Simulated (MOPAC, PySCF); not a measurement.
CH4B2O, SMILES `O1B[C@H]1B`, neutral singlet in the gas phase. 

Z-matrix (Å, degrees):
```
C
H 1 1.0857
B 1 1.5041 2 124.41
H 3 1.1904 1 120.99 2 -154.51
H 3 1.1921 4 120.57 1 175.37
O 1 1.5547 2 110.15 3 -150.85
B 6 1.3080 1 65.32 2 -105.24
H 7 1.1779 6 140.51 1 178.45
```
Charge 0, multiplicity 1.

All levels are single points at this geometry (B3LYP-D3(BJ)/def2-TZVP); Pople sets use spherical d functions. Orbital energies aren't observables, and empty levels follow the basis.

```tsv
level	HOMO (eV)	LUMO (eV)	gap (eV)	dipole (D)	vertical IE, Delta-SCF (eV)
B3LYP-D3(BJ)/def2-TZVP in PySCF	-8.24	-1.81	6.43	1.46	10.81
PBE-D3(BJ)/def2-TZVP in PySCF	-7.22	-2.56	4.67	1.38	10.67
B3LYP/3-21G in PySCF	-8.08	-1.53	6.55	1.48	–
B3LYP/6-311+G** in PySCF	-8.27	-1.86	6.41	1.51	–
B3LYP/6-31G* in PySCF	-7.97	-1.38	6.59	1.45	10.65
BP86/6-31G* in PySCF	-7.04	-2.26	4.78	1.40	–
M06-2X/6-31G* in PySCF	-9.43	-0.20	9.23	1.50	–
PBE/6-31G* in PySCF	-6.94	-2.18	4.76	1.39	10.51
SVWN5/6-31G* in PySCF	-7.09	-2.44	4.65	1.42	10.70
HF/6-31G* in PySCF	-11.19	2.58	13.77	1.78	9.67
HF/STO-3G in PySCF	-9.36	6.46	15.82	1.16	–
PM6 in MOPAC	-10.66	-0.33	10.33	1.77	–
PM7 in MOPAC	-10.63	-0.79	9.84	1.22	–
```
